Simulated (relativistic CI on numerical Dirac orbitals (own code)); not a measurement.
## Energy levels of Yb24+

These numbers are calculated, not measured: Dirac-Coulomb-Breit CI, KLI orbitals optimised for each configuration, a model potential for QED, unscaled Slater integrals (own radial code, finite nucleus).

Configurations in the expansion (outside the closed core [Ar] 3d10): 4s²4p⁶4d¹⁰, 4s²4p⁶4d⁹4f, 4s²4p⁵4d¹⁰4f, 4s²4p⁶4d⁹5s, 4s4p⁶4d¹⁰4f, 4s²4p⁶4d⁹5p, 4s²4p⁶4d⁹5d, 4s²4p⁵4d¹⁰5s, 4p⁶4d¹⁰4f², 4p⁶4d⁹4f³, 4p⁵4d¹⁰4f³, 4p⁶4d⁹4f²5s, 4p⁶4d⁹4f²5p, 4p⁶4d⁹4f²5d. Double excitations out of closed p, d and f shells are left out; levels of such configurations are missing from the list, as are those of other unlisted configurations, and high levels can miss mixing partners. These lack a partner that the ground configuration has and come out too high: 4s²4p⁵4d¹⁰5s.

| No. | Configuration | Term | J | E (cm⁻¹) | % | Next component (%) | Lifetime (s) |
| --- | --- | --- | --- | --- | --- | --- | --- |
| 1 | 4s²4p⁶4d¹⁰ | ¹S | 0 | 0 | 100 |  |  |
| 2 | 4s²4p⁶4d⁹4f | ³P° | 0 | 1369902 | 100 |  |  |
| 3 | 4s²4p⁶4d⁹4f | ³P° | 1 | 1383644 | 91 | 9 ³D° | 1.25e-09 |
| 4 | 4s²4p⁶4d⁹4f | ³P° | 2 | 1410968 | 67 | 28 ³D° | 4.76e-05 |
| 5 | 4s²4p⁶4d⁹4f | ³H° | 5 | 1420842 | 64 | 33 ¹H° |  |
| 6 | 4s²4p⁶4d⁹4f | ³H° | 6 | 1427538 | 100 |  | 2.31e-01 |
| 7 | 4s²4p⁶4d⁹4f | ³F° | 3 | 1441786 | 58 | 33 ³D° | 9.16e-03 |
| 8 | 4s²4p⁶4d⁹4f | ¹D° | 2 | 1442033 | 42 | 38 ³F° | 5.06e-05 |
| 9 | 4s²4p⁶4d⁹4f | ³G° | 4 | 1447821 | 39 | 25 ³H° | 6.52e-03 |
| 10 | 4s²4p⁶4d⁹4f | ³F° | 4 | 1461737 | 61 | 27 ¹G° | 3.98e-03 |
| 11 | 4s²4p⁶4d⁹4f | ³G° | 5 | 1475028 | 73 | 24 ¹H° | 2.49e-03 |
| 12 | 4s²4p⁶4d⁹4f | ³D° | 1 | 1481686 | 90 | 9 ³P° | 3.38e-11 |
| 13 | 4s²4p⁶4d⁹4f | ³D° | 3 | 1482254 | 42 | 32 ¹F° | 7.17e-04 |
| 14 | 4s²4p⁶4d⁹4f | ³H° | 4 | 1512812 | 62 | 26 ¹G° | 9.88e-05 |
| 15 | 4s²4p⁶4d⁹4f | ¹D° | 2 | 1515954 | 49 | 23 ³P° | 8.07e-05 |
| 16 | 4s²4p⁶4d⁹4f | ³F° | 2 | 1532074 | 53 | 36 ³D° | 5.99e-05 |
| 17 | 4s²4p⁶4d⁹4f | ¹H° | 5 | 1542277 | 43 | 32 ³H° | 6.54e-05 |
| 18 | 4s²4p⁶4d⁹4f | ³G° | 3 | 1554116 | 63 | 27 ³F° | 7.87e-05 |
| 19 | 4s²4p⁶4d⁹4f | ³G° | 4 | 1567898 | 49 | 34 ¹G° | 7.40e-05 |
| 20 | 4s²4p⁶4d⁹4f | ¹F° | 3 | 1571954 | 66 | 15 ³D° | 6.14e-05 |
| 21 | 4s²4p⁶4d⁹4f | ¹P° | 1 | 1860535 | 99 | 1 ³D° | 1.78e-13 |
| 22 | 4s²4p⁶4d⁹5s | ³D | 3 | 2250395 | 100 |  | 7.40e-07 |
| 23 | 4s²4p⁶4d⁹5s | ¹D | 2 | 2257781 | 53 | 47 ³D | 1.14e-08 |
| 24 | 4s²4p⁶4d⁹5s | ³D | 1 | 2345070 | 100 |  | 2.02e-07 |
| 25 | 4s²4p⁶4d⁹5s | ³D | 2 | 2350514 | 53 | 47 ¹D | 1.29e-08 |
| 26 | 4s²4p⁶4d⁹5p | ³P° | 2 | 2554385 | 59 | 28 ³D° | 7.48e-11 |
| 27 | 4s²4p⁶4d⁹5p | ³F° | 3 | 2561869 | 48 | 34 ¹F° | 6.80e-11 |
| 28 | 4s²4p⁶4d⁹5p | ³F° | 2 | 2652227 | 81 | 12 ¹D° | 6.75e-11 |
| 29 | 4s²4p⁶4d⁹5p | ³D° | 1 | 2662455 | 46 | 30 ³P° | 1.95e-12 |
| 30 | 4s²4p⁶4d⁹5p | ³F° | 4 | 2714543 | 100 |  | 1.91e-11 |
| 31 | 4s²4p⁶4d⁹5p | ¹P° | 1 | 2722367 | 65 | 33 ³P° | 9.15e-13 |
| 32 | 4s²4p⁶4d⁹5p | ¹D° | 2 | 2722452 | 54 | 32 ³P° | 2.02e-11 |
| 33 | 4s²4p⁶4d⁹5p | ³D° | 3 | 2734086 | 73 | 26 ¹F° | 1.79e-11 |
| 34 | 4s²4p⁵4d¹⁰4f | ³D | 1 | 2781234 | 100 |  | 1.21e-12 |
| 35 | 4s²4p⁶4d⁹5p | ³P° | 0 | 2793244 | 100 |  | 2.24e-11 |
| 36 | 4s²4p⁵4d¹⁰4f | ³D | 2 | 2804471 | 79 | 20 ³F | 1.20e-12 |
| 37 | 4s²4p⁶4d⁹5p | ³D° | 1 | 2814751 | 53 | 36 ³P° | 5.10e-12 |
| 38 | 4s²4p⁶4d⁹5p | ³F° | 3 | 2814897 | 51 | 40 ¹F° | 1.92e-11 |
| 39 | 4s²4p⁵4d¹⁰4f | ³G | 4 | 2816390 | 59 | 36 ¹G | 1.17e-12 |
| 40 | 4s²4p⁵4d¹⁰4f | ³G | 5 | 2819560 | 100 |  | 1.19e-12 |
| 41 | 4s²4p⁶4d⁹5p | ³D° | 2 | 2825912 | 55 | 24 ¹D° | 1.82e-11 |
| 42 | 4s²4p⁵4d¹⁰4f | ³F | 3 | 2833717 | 55 | 35 ³D | 1.17e-12 |
| 43 | 4s²4p⁵4d¹⁰4f | ¹F | 3 | 2845309 | 60 | 20 ³G | 1.18e-12 |
| 44 | 4s²4p⁵4d¹⁰4f | ³F | 4 | 2867763 | 67 | 30 ¹G | 1.16e-12 |
| 45 | 4s²4p⁵4d¹⁰4f | ¹D | 2 | 2896298 | 58 | 37 ³F | 1.23e-12 |

Energies count from the lowest computed level; ° marks odd parity; lifetimes are radiative, by E1, M1, E2, M2, E3 decay to levels of this space only; some are left blank where a channel outside the calculation adds to the decay or the decay crosses a small, uncertain gap.

The mean weight of the leading LS term, summed over parents, in these 45 levels is 68 %, and that of the leading jj configuration (from the same eigenvectors) 86 %, so jj coupling describes them better and the LS labels are nominal.

At this charge energies of transitions that change n are usually good to better than 1 %, and those within a shell (Δn = 0) to a few per cent.

LS names give the leading component of a level, which can be under half, so a name can repeat, a term be missing and a line seem to break the LS rules.
